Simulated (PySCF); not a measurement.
## Electron correlation in Pt²⁺ (platinum, charge +2)

[Xe] 4f14 5d7 6s1, high-spin 5F determinant (an excited configuration). Calculation: PySCF 2.14, in def2-TZVPPD with the def2 core potential (60 electrons) (6s5p3d2f1g, 59 functions); a scalar-relativistic core potential. Frozen: nothing; 16 electrons correlated.

```tsv
level	correlation energy (mhartree)
CCSD	-393.14
(T)	-9.06
CCSD(T)	-402.20
```

Diagnostics: T1 = 0.0061, D1 = 0.0177, largest double amplitude 0.021.

Spin-orbit coupling, absent here, splits the open shell strongly.

Cost of the coupled-cluster step: about 16 core-seconds, for 16 correlated electrons.

Iterations:

```
CC2 = 0
CCSD nocc = (np.int64(10), np.int64(6)), nmo = (59, 59)
frozen orbitals [[], []]
max_cycle = 100
direct = 0
conv_tol = 1e-08
conv_tol_normt = 1e-06
diis_space = 8
diis_start_cycle = 0
Init t2, MP2 energy = -0.395672887018134
Init E_corr(UCCSD) = -0.395672887020204
cycle = 1  E_corr(UCCSD) = -0.387170207301809  dE = 0.00850267972  norm(t1,t2) = 0.0408963
cycle = 2  E_corr(UCCSD) = -0.392828982218026  dE = -0.00565877492  norm(t1,t2) = 0.00798641
cycle = 3  E_corr(UCCSD) = -0.392906544763713  dE = -7.75625457e-05  norm(t1,t2) = 0.00265994
cycle = 4  E_corr(UCCSD) = -0.39315414618646  dE = -0.000247601423  norm(t1,t2) = 0.000690366
cycle = 5  E_corr(UCCSD) = -0.393140244594592  dE = 1.39015919e-05  norm(t1,t2) = 0.000143306
cycle = 6  E_corr(UCCSD) = -0.39313528106455  dE = 4.96353004e-06  norm(t1,t2) = 3.22536e-05
cycle = 7  E_corr(UCCSD) = -0.393137301274777  dE = -2.02021023e-06  norm(t1,t2) = 9.24169e-06
cycle = 8  E_corr(UCCSD) = -0.393137212831928  dE = 8.84428488e-08  norm(t1,t2) = 1.44281e-06
cycle = 9  E_corr(UCCSD) = -0.393137173378304  dE = 3.94536235e-08  norm(t1,t2) = 2.35765e-07
cycle = 10  E_corr(UCCSD) = -0.393137175725205  dE = -2.34690095e-09  norm(t1,t2) = 4.6769e-08
UCCSD converged
E(UCCSD) = -117.7985932870786  E_corr = -0.3931371757252052
UCCSD(T) correction = -0.00906499935567117
```

The basis has no tight functions for the innermost shells, so their pair energies are far from complete.

This basis was not built for core-valence correlation, so the inner-shell part is incomplete.
